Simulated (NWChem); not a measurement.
System: CH$_{5}$ClOSi; SMILES [Si@@H](C)(O)Cl

```xyz
9

C     -1.4872    -1.1966     0.2588
Si     0.0729    -0.4161    -0.3904
O      1.4487    -1.0886     0.2412
Cl    -0.0031     1.6076     0.0871
H     -1.5933    -1.0341     1.3426
H     -1.4816    -2.2813     0.0678
H     -2.3698    -0.7615    -0.2350
H      0.2117    -0.5406    -1.8603
H      1.5991    -0.9973     1.1868
```
Atoms are numbered in this order, from 1.

Computed with NWChem. Geometry: optimised at PBE0/def2-SVP. B3LYP is NWChem's, with the RPA form of VWN correlation. Total energies compare along this basis series because the functional is fixed.

```json
[
 {"level": "B3LYP/cc-pVDZ", "basis functions": "89", "energy (Ha)": "-866.1711", "highest occupied level (eV)": "___", "orbital gap (eV)": "___", "dipole (D)": "___"},
 {"level": "B3LYP/aug-cc-pVDZ", "basis functions": "145", "energy (Ha)": "-866.1929", "highest occupied level (eV)": "-8.43", "orbital gap (eV)": "7.85", "dipole (D)": "2.03"},
 {"level": "B3LYP/cc-pVTZ", "basis functions": "198", "energy (Ha)": "-866.2635", "highest occupied level (eV)": "-8.39", "orbital gap (eV)": "8.75", "dipole (D)": "2.01"}
]
```

Task: What belongs in the gaps?

Result: 
- B3LYP/cc-pVDZ, highest occupied level (eV): -8.21
- B3LYP/cc-pVDZ, orbital gap (eV): 9.05
- B3LYP/cc-pVDZ, dipole (D): 2.13
